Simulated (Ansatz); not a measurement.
`OBCS[SiH3]` and `C=CCS[SiH3]` differ in one atom or group.

Ansatz, PBE0-D4/def2-TZVP geometries, multiplicity 1. Each molecule was computed in one conformer, which needn't be the lowest.

```tsv
property	`OBCS[SiH3]`
zero-point energy (PBE0-D4/def2-TZVP) / kJ/mol	215.9
LUMO energy (PBE0/def2-TZVPP) / eV	-0.53
LUMO energy (PBE/def2-TZVPP) / eV	-1.52
size of the dipole moment (PBE/def2-TZVPP) / D	1.93
HOMO energy (ωB97M-V/def2-TZVPP) / eV	-9.08
HOMO–LUMO gap (ωB97M-V/def2-TZVPP) / eV	10.46
```

(1) Give the same properties after the change, and the shifts. (An estimate is asked.)

Answers

(1) The calculation gave: 
```
                                      property  `C=CCS[SiH3]`  shift
zero-point energy (PBE0-D4/def2-TZVP) / kJ/mol          256.8   40.9
            LUMO energy (PBE0/def2-TZVPP) / eV          -0.29   0.24
             LUMO energy (PBE/def2-TZVPP) / eV          -1.30   0.22
size of the dipole moment (PBE/def2-TZVPP) / D           1.39  -0.54
         HOMO energy (ωB97M-V/def2-TZVPP) / eV          -9.16  -0.08
       HOMO–LUMO gap (ωB97M-V/def2-TZVPP) / eV          10.87   0.41
```

With PBE0 the HOMO falls by 0.09 eV and the LUMO rises by 0.24 eV, so the gap widens by about 0.33 eV. PBE moves the HOMO by -0.12 eV and ωB97M-V by -0.08 eV. The zero-point energy changes by 40.9 kJ/mol with +3 modes. Dipoles are sizes alone; their direction can turn.
